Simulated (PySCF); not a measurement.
diphosphane (H4P2), SMILES PP. Atoms are numbered in the order given.

```xyz
6

P     -1.1119    -0.1310     0.0000
P      1.1119     0.1310     0.0000
H     -1.3143     0.8310     1.0235
H     -1.3143     0.8310    -1.0235
H      1.3143    -0.8310     1.0235
H      1.3143    -0.8310    -1.0235
```

Coordinates come from a TPSSh-D3(BJ)/def2-TZVP optimisation.

These are TDA-PBE/def2-TZVPD (PySCF) values and carry that method's errors.

Vertical excitations. Isolated molecule, no solvent. State labels are in the subgroup C2h.

| state | symmetry | energy (eV) | λ (nm) | f | main pairs |
|---|---|---|---|---|---|
| S1 | Ag | 5.17 | 240 | 0.000 | HOMO→LUMO+1 99 % |
| S2 | Bu | 5.30 | 234 | 0.202 | HOMO→LUMO 88 % |
| S3 | Bg | 5.68 | 218 | 0.000 | HOMO→LUMO+2 96 % |
| S4 | Au | 5.75 | 216 | 0.016 | HOMO→LUMO+3 97 % |
| S5 | Bu | 6.62 | 187 | 0.023 | HOMO→LUMO+4 87 % |
| S6 | Ag | 7.04 | 176 | 0.000 | HOMO−1→LUMO 92 % |
| S7 | Ag | 7.10 | 175 | 0.000 | HOMO→LUMO+5 99 % |
| S8 | Bu | 7.34 | 169 | 0.113 | HOMO−1→LUMO+1 93 % |
| S9 | Au | 7.67 | 162 | 0.014 | HOMO−1→LUMO+2 51 %, HOMO→LUMO+7 39 % |
| S10 | Ag | 7.68 | 161 | 0.000 | HOMO→LUMO+6 86 % |
| T1 | Bu | 4.10 | 302 | 0 | HOMO→LUMO 98 % |
| T2 | Ag | 4.86 | 255 | 0 | HOMO→LUMO+1 99 % |
| T3 | Bg | 4.87 | 255 | 0 | HOMO→LUMO+2 98 % |
| T4 | Au | 5.23 | 237 | 0 | HOMO→LUMO+3 96 % |
Triplets are in the Tamm–Dancoff approximation.
